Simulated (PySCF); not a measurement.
[GdF2]+ at several levels of theory

Computed with PySCF 2.14.0 (density fitting, no spin-orbit coupling) at the geometry relaxed with PBE0:

```xyz
3
[GdF2]+ (singlet in the valence; each metal's 4f electrons, 7 of them, lie in its core potential, out of spins and levels)
Gd    0.0000    0.0000   -0.3425
F     1.5933    0.0000    0.7822
F    -1.5933    0.0000    0.7822
```

| level | basis | state | HOMO (eV) | gap (eV) | charge on Gd1 (e) | population of f-type functions on Gd1 (polarisation alone where 4f lies in the core) | dipole about the centre of mass (D) | largest force component (eV/Å) |
| --- | --- | --- | --- | --- | --- | --- | --- | --- |
| PBE0 | Gd lcecp-1-SVP with ECP53, F def2-SVP | singlet | -16.12 | 8.10 | 1.66 | 0.09 | 6.35 | 0.02 |
| PBE | the same | singlet | -14.23 | 5.46 | 1.52 | 0.09 | 5.81 | 0.47 |
| PBE0 | Gd lcecp-1-TZVP with ECP53, F def2-TZVP | singlet | -16.15 | 8.22 | 1.85 | 0.10 | 6.39 | 0.23 |

In the lcecp rows the 4f levels are missing from HOMO and gap, and the state counts the valence alone.

Charges are Mulliken's, which hang on the basis. The relaxation used the grid (50, 194), these runs (75, 302) or, all-electron (x2c bases, spin-free X2C Hamiltonian), (99, 590).

Question: What does TPSS with Gd lcecp-1-SVP with ECP53, F def2-SVP give here?

Answer: state singlet, HOMO (eV) -14.29, gap (eV) 5.77, charge on Gd1 (e) 1.58, population of f-type functions on Gd1 (polarisation alone where 4f lies in the core) 0.08, dipole about the centre of mass (D) 5.99, largest force component (eV/Å) 0.56. Time: 1.8 s on 2 threads of Arm Neoverse V2, with other jobs on the host, from an already converged density.

In the first row's basis the gap widens with exact exchange: 5.5 to 5.8 eV for PBE, TPSS (none); 8.1 eV for PBE0 (a fixed share).

An lcecp potential fixes the number of 4f electrons, so in runs with it no electron can move into or out of that shell.
